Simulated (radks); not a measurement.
Values are calculated unless marked as measured or tabulated.
Valence configurations of the rhenium ion Re2+ (all share [Xe]). Code: a radial shooting solver on a logarithmic mesh with Libxc functionals. Model: Dirac Kohn-Sham, PBE, spin-unpolarised, spherical densities, finite nucleus; open shells fill j = l - 1/2 first; Fermi nuclear charge, rms radius 5.3698 fm. Energies are relative to 4f14 5d5; eigenvalues in eV.

4f14 5d5: E (eV) 0.000; e(4f5/2) -59.706; e(4f7/2) -57.195; e(5d3/2) -21.746; e(5d5/2) -20.774
4f14 5d4 6s1: E (eV) 1.278; e(4f5/2) -62.878; e(4f7/2) -60.365; e(5d3/2) -23.915
4f14 5d4.5 6s0.5: E (eV) 0.527; e(4f5/2) -61.263; e(4f7/2) -58.751; e(5d3/2) -22.814; e(5d5/2) -21.810
4f13 5d5 6p1: E (eV) 49.223; e(4f5/2) -74.197; e(4f7/2) -71.587; e(5d3/2) -26.683; e(5d5/2) -25.505; e(6p1/2) -15.995
4f13 5d6: E (eV) 40.572; e(4f5/2) -69.691; e(4f7/2) -67.082; e(5d3/2) -23.373; e(5d5/2) -22.279
4f13 5d4.5 6s0.5 6p1: E (eV) 50.943; e(4f5/2) -75.945; e(4f7/2) -73.334; e(5d3/2) -27.869; e(5d5/2) -26.657; e(6p1/2) -16.464
4f14 5d4 6p1: E (eV) 7.377; e(4f5/2) -64.042; e(4f7/2) -61.529; e(5d3/2) -24.893; e(6p1/2) -15.671
4f13 5d4 6s1 6p1: E (eV) 52.933; e(4f5/2) -77.737; e(4f7/2) -75.125; e(5d3/2) -29.075; e(6p1/2) -16.935
4f13 5d5 6s1: E (eV) 42.934; e(4f5/2) -73.040; e(4f7/2) -70.430; e(5d3/2) -25.688; e(5d5/2) -24.526
4f14 5d3 6s2: E (eV) 4.599; e(4f5/2) -66.512; e(4f7/2) -63.997; e(5d3/2) -26.321

NIST lists [Xe] 4f14 5d5 as the ground configuration; this level of theory agrees among the configurations tried. The energies are those of spherical spin-averaged densities, not of single terms.
